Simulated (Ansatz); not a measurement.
Cost and result for the atomization energy of C6H5Cl3Sn, SMILES `[Cl][Sn]([Cl])([Cl])[c]1ccccc1` (15 atoms, 15 bonds).

Z-matrix (Å, degrees):
```
Sn
Cl 1 2.310
Cl 1 2.309 2 105.9
Cl 1 2.310 2 108.7 3 113.4
C 1 2.104 2 111.0 3 -124.3
C 5 1.390 1 119.7 2 29.8
C 5 1.390 1 119.7 2 -150.4
C 6 1.387 5 119.5 1 179.5
H 6 1.085 5 120.8 1 -1.0
C 7 1.387 5 119.5 1 -179.5
H 7 1.085 5 120.8 1 1.0
C 8 1.387 6 120.1 5 0.1
H 8 1.084 6 119.7 5 179.9
H 10 1.084 7 119.7 5 -179.9
H 12 1.084 8 119.9 6 179.9
```

The species carries charge 0 and has multiplicity 1. Correlated methods include outer-core shells of Sn, which these sets cover unevenly. Sn: def2 effective core potential. The structure was optimised at the PBE0-D4/def2-TZVP level. It is one conformer, not always the lowest. Program: Ansatz. All runs use 4 threads of an AMD EPYC 7R13 on a shared host and a share of an NVIDIA H100 80 GB. Times are those of one run each, without the atoms' runs, and a repeat can differ threefold. Electronic energies, without spin–orbit coupling; frozen cores. CCSD(T)/CBS adds CCSD(T) − MP2 in def2-TZVPP to the MP2 limit, and its time is that of the two runs behind it. T1 = 0.011; the RHF reference is unstable towards UHF. With those shells the extrapolation isn't a true limit. B3LYP takes the VWN-RPA correlation (the form of Gaussian; ORCA's B3LYP/G). HSE06 is the plane-wave form, built on full-range PBE exchange.

CCSD(T)/CBS is a level of theory with its own doubt, some kJ/mol a heavy atom from the limit and from the frozen cores, so smaller differences don't rank the functionals.

| level | functions | wall time |
| --- | --- | --- |
| CAM-B3LYP-D4/def2-TZVPP | 432 | 2.7 s |
| BHLYP-D4/def2-TZVPP | 432 | 2.9 s |
| HSE06-D4/def2-TZVPP | 432 | 2.9 s |
| B2PLYP/def2-TZVPP | 432 | 3.4 s |
| B3LYP-D4/def2-TZVPP (with forces) | 432 | 4.2 s |
| PBE0-D4/def2-TZVPP | 432 | 4.4 s |
| PBE-QIDH/def2-TZVPP | 432 | 4.5 s |
| CCSD(T)/def2-SVP | 189 | 4.7 s |
| B97M-V/def2-TZVPP | 432 | 4.9 s |
| MP2/def2-QZVPP | 784 | 6 s |
| ωB97M-V/def2-TZVPP (with forces) | 432 | 7.5 s |
| CCSD(T)/def2-TZVPP | 432 | 24 s |
| CCSD(T)/CBS(def2) | – | 30 s |

Q: What atomization energy does each give, and how far from CCSD(T)/CBS? (Estimate.)

A: Ansatz gave: 
```
                            level  atomization (kJ/mol)  difference from CCSD(T)/CBS  per bond
          CAM-B3LYP-D4/def2-TZVPP                6509.3                        -15.9      -1.1
              BHLYP-D4/def2-TZVPP                6305.8                       -219.4     -14.6
              HSE06-D4/def2-TZVPP                6635.8                        110.6       7.4
                B2PLYP/def2-TZVPP                6440.9                        -84.3      -5.6
B3LYP-D4/def2-TZVPP (with forces)                6499.1                        -26.1      -1.7
               PBE0-D4/def2-TZVPP                6630.9                        105.7       7.0
              PBE-QIDH/def2-TZVPP                6564.3                         39.1       2.6
                 CCSD(T)/def2-SVP                6200.7                       -324.5     -21.6
                B97M-V/def2-TZVPP                6597.0                         71.8       4.8
                   MP2/def2-QZVPP                6672.7                        147.5       9.8
 ωB97M-V/def2-TZVPP (with forces)                6538.3                         13.1       0.9
               CCSD(T)/def2-TZVPP                6338.1                       -187.1     -12.5
                CCSD(T)/CBS(def2)                6525.2                          0.0       0.0
```

From BLYP to BHLYP (50 % exact exchange), in def2-TZVPP and without D4, the atomization energy moves by −149.3 kJ/mol: exact exchange takes away binding that semilocal exchange gives to molecules. At CCSD(T), def2-SVP lies −324.5 kJ/mol from the extrapolated value and def2-TZVPP −187.1 kJ/mol: correlation converges slowly with the basis, and small sets miss more of it in the bonded molecule than in its fragments. Leaving LDA and LC-ωPBE aside and taking each functional with its dispersion term where it has one, the values, not all of them listed here, spread over 453.8 kJ/mol, from BHLYP-D4 to PBE-D4. LDA lies +859.1 kJ/mol from PBE without D4, its usual overbinding.

Spin–orbit coupling would lower the free Sn atoms strongly, and the atomization energy with them, by more than many differences here. For some Ge, Se and Sn compounds the MP2-based and the directly extrapolated limit differ by 10 to 25 kJ/mol.
